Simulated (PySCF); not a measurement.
Identify the unknown among the candidates.

All candidates are C5H10O2.

* Dipole: 1.79 D [PBE0/pcSseg-1]
* Rotational structure: rotational constants A, B, C: 4.798, 1.761, 1.521 GHz [GFN2-xTB]
* NMR, other nuclei: isotropic shieldings of nuclei other than C and H, by class: -87 (1 O), 147 (1 O) ppm [GIAO PBE0/pcSseg-1]
* 13C NMR: chemical shifts (computed TMS as zero) by class: 184.6 (1 C), 53.7 (1 C), 38.1 (1 C), 21.5 (2 C) ppm [GIAO PBE0/pcSseg-1]
* 1H NMR: chemical shifts (computed TMS as zero) by class: 3.85 (3 H), 2.47 (1 H), 1.19 (6 H) ppm [GIAO PBE0/pcSseg-1]

Gas-phase values; electronic properties from PySCF, density fitting. Levels stand in brackets. Geometry: GFN2-xTB, one conformer, isolated molecule. NMR values are class means; diastereotopic atoms form classes of their own.

Task: Which candidate is it?
A. `COC(=O)C(C)C`
B. `C=C(CCO)OC`
C. `C=CC(OC)OC`
D. `CC[C@@H](C)OC=O`

Result: A. It is `COC(=O)C(C)C`. Numbering: `[CH3:1][O:2][C:3](=[O:4])[CH:5]([CH3:6])[CH3:7]`. Its formula, C5H10O2, gives 1 degree of unsaturation: 0 rings and 1 π bond in the structure found. 5 carbons fall into 4 classes; from least to most shielded: ester carbonyl carbon [C3] (184.6 ppm), methoxy carbon [C1] (53.7 ppm), sp3 carbon next to a carbonyl [C5] (38.1 ppm), methyl carbon [C6/C7] (21.5 ppm, 2 C, up to 3.7 ppm apart in this geometry). Hydrogen classes from least to most shielded: 3 H on a methoxy carbon, C1 (3.85 ppm), 1 H on an sp3 carbon next to a carbonyl, C5 (2.47 ppm), 6 H on 2 methyl carbons, C6/C7 (1.19 ppm, a mean of values up to 0.9 ppm apart in this geometry). The other shieldings belong to: -87 ppm, ester carbonyl oxygen [O4]; 147 ppm, ester single-bonded oxygen [O2]. The optimised geometry has point group C1 and is an asymmetric top.

The others, at the same levels:
- `C=C(CCO)OC` fails: it has 5 carbon classes against 4; its computed 13C shifts are 175.3 (1 C), 84.5 (1 C), 69.4 (1 C), 55.9 (1 C), 43.6 (1 C) ppm, 1H shifts are 4.13 (1 H), 3.99 (2 H), 3.89 (1 H), 3.75 (3 H), 2.35 (1 H), 2.25 (2 H) ppm and rotational constant A is 3.951 GHz (against 4.798 GHz).
- `CC[C@@H](C)OC=O` fails: it has 5 carbon classes against 4; its computed 13C shifts are 165.7 (1 C), 74.3 (1 C), 33.3 (1 C), 23.1 (1 C), 13.3 (1 C) ppm, 1H shifts are 8.18 (1 H), 4.97 (1 H), 1.64 (1 H), 1.42 (1 H), 1.32 (3 H), 1.08 (3 H) ppm and rotational constant A is 3.792 GHz (against 4.798 GHz).
- `C=CC(OC)OC` fails: its computed 13C shifts are 144.5 (1 C), 124.2 (1 C), 113.9 (1 C), 56.0 (2 C) ppm, 1H shifts are 5.94 (1 H), 5.57 (1 H), 5.37 (1 H), 4.30 (1 H), 3.49 (6 H) ppm and rotational constant A is 3.352 GHz (against 4.798 GHz).

Each candidate is one conformer, not necessarily the lowest. The conformers computed, where there is a choice (atom-mapped SMILES and torsion angles):
- `[CH3:1][O:2][C:3](=[O:4])[CH:5]([CH3:6])[CH3:7]`: C1–O2–C3–O4 -1°, O2–C3–C5–C6 152°
- `[CH2:1]=[C:2]([CH2:3][CH2:4][OH:5])[O:6][CH3:7]`: C1–C2–C3–C4 -114°, C2–C3–C4–O5 -73°, C1–C2–O6–C7 1°, H–O5–C4–C3 45°
- `[CH3:1][CH2:2][C@@H:3]([CH3:4])[O:5][CH:6]=[O:7]`: C1–C2–C3–C4 175°, C2–C3–O5–C6 150°, C3–O5–C6–O7 0°
- `[CH2:1]=[CH:2][CH:3]([O:4][CH3:5])[O:6][CH3:7]`: C1–C2–C3–O4 107°, C2–C3–O4–C5 -73°, C2–C3–O6–C7 175°
